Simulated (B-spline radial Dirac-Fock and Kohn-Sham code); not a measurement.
## Total conversion coefficients of Ba against transition energy

Method: a Dirac-Hartree-Slater potential of the neutral atom with a Latter tail (no hole, which puts coefficients of high multipoles low close above an edge), finite nucleus with surface currents. Computed with a radial finite-basis atomic code. Subshells within 1 keV of threshold and pair formation are left out.

```
energy (keV)        E1        E2        E4        M1        M2        M4
        14.5      8.05      8400  1.70e+08      43.0     11100  3.95e+08
        16.1      6.02      4960  8.29e+07      31.4      6800  1.79e+08
        17.5      4.77      3260  4.68e+07      24.5      4600  9.54e+07
          20      3.28      1670  1.88e+07      16.5      2470  3.52e+07
        20.3      3.15      1550  1.70e+07      15.7      2300  3.15e+07
        23.1      2.19       813  7.01e+06      10.7      1270  1.21e+07
        29.6      1.09       237  1.29e+06      5.13       408  1.98e+06
        36.2     0.613      88.0    326000      2.82       165    469000
          50      1.51      25.1     36100      7.41       142     51900
          80     0.423      4.33      1560      1.89      23.1      2900
        86.9     0.337      3.21       906      1.49      16.9      1800
          93     0.279      2.52       583      1.22      13.1      1230
         100     0.228      1.94       366     0.995      9.97       821
         175    0.0485     0.273      12.4     0.207      1.31      42.9
         200    0.0337     0.173      5.87     0.144     0.823      22.0
         202    0.0328     0.167      5.56     0.140     0.796      21.0
         330   0.00898    0.0337     0.467    0.0380     0.156      2.06
         454   0.00410    0.0130     0.117    0.0168    0.0576     0.512
         465   0.00387    0.0121     0.106    0.0159    0.0536     0.463
         500   0.00327   0.00991    0.0796    0.0132    0.0431     0.343
         548   0.00265   0.00772    0.0561    0.0105    0.0329     0.237
         644   0.00186   0.00508    0.0313   0.00711    0.0206     0.125
         808   0.00116   0.00293    0.0148   0.00413    0.0110    0.0539
        1000  0.000765   0.00182   0.00779   0.00251   0.00622    0.0256
        1710  0.000298  0.000617   0.00192  0.000754   0.00163   0.00477
        1880  0.000256  0.000517   0.00153  0.000615   0.00130   0.00364
        2000  0.000232  0.000461   0.00133  0.000539   0.00113   0.00306
        2140  0.000209  0.000408   0.00114  0.000467  0.000965   0.00254
```

Question: How fast do they fall between 1880 and 2140 keV?

Answer: As powers of the energy: E1 E^-1.57, E2 E^-1.83, E4 E^-2.29, M1 E^-2.12, M2 E^-2.32, M4 E^-2.77. Within one type (E or M) the higher multipoles fall faster.
